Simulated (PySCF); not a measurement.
## Orbital energies, ionisation energy and electron affinity

SbH2I.
Cartesian coordinates in Å at the PBE0-D3(BJ)/def2-SVP level; atoms count from 1:
```
atom  x, y, z in Å
Sb1    0.123    0.157    0.838
H2     1.549    0.206   -0.121
H3    -0.569    1.405   -0.120
I4    -1.019   -1.858   -0.628
```

Level: B3LYP/def2-SVPD (PySCF). Frontier orbitals with their largest atomic shares (Löwdin; up to four atoms above 4 %):

| orbital | ε (eV) | main atoms |
| --- | --- | --- |
| HOMO−3 | -9.40 | I4 45 %, Sb1 37 %, H3 9 %, H2 9 % |
| HOMO−2 | -8.18 | Sb1 47 %, I4 44 %, H2 5 %, H3 5 % |
| HOMO−1 | -7.24 | I4 89 %, Sb1 6 % |
| HOMO | -6.95 | ? |
| LUMO | -2.44 | Sb1 52 %, I4 38 %, H2 5 %, H3 5 % |
| LUMO+1 | -0.82 | Sb1 64 %, H3 14 %, H2 14 %, I4 8 % |
| LUMO+2 | -0.52 | Sb1 51 %, I4 20 %, H2 14 %, H3 14 % |

Question: What vertical ionisation energy does ΔSCF give, and how far is −ε(HOMO) from it?

Answer: ΔSCF: 9.20 eV (887 kJ/mol; threshold wavelength 135 nm); ⟨S²⟩ of the doublet left behind is 0.754, against 0.75 for a pure doublet. −ε(HOMO) is 6.95 eV, 2.25 eV below it. For the exact functional −ε(HOMO) would equal the first vertical ionisation energy; B3LYP (global hybrid, 20 % exact exchange) falls short of its own ΔSCF value by 24 %.

Question: On which atoms does the HOMO lie?

Answer: I4 (iodine bonded to Sb) 71 %, Sb1 (antimony bonded to I and 2 H) 21 %, H3 (hydrogen on antimony) 4 %, H2 (hydrogen on antimony) 4 %, so more than half of it is on one atom. The HOMO−1 lies 0.29 eV lower.

Question: And the vertical electron affinity, the fundamental gap, Mulliken's electronegativity and the hardness (with the factor ½)?

Answer: EA = 0.55 eV by ΔSCF (−ε(LUMO) = 2.44 eV). IE − EA = 8.65 eV against an orbital gap of 4.51 eV; (IE + EA)/2 = 4.88 eV; (IE − EA)/2 = 4.32 eV. Parr's electrophilicity index (IE + EA)²/[8(IE − EA)] is 1.37 eV.

Question: What total energies stand behind the ΔSCF value?

Answer: E(N) = -539.34930 Eh and E(N − 1) = -539.01127 Eh at the same geometry, 0.33803 Eh apart. With one more electron, E(N + 1) = -539.36955 Eh.

Question: The lowest singlet excitation (vertical TDDFT, same level) lies at 3.60 eV. How far is it below IE − EA?

Answer: IE − EA = 8.65 eV, so by 5.05 eV.

Geometry: PBE0-D3(BJ)/def2-SVP; no solvent, vibrations or thermal averaging. Atoms past krypton carry effective core potentials; spin–orbit coupling is left out.
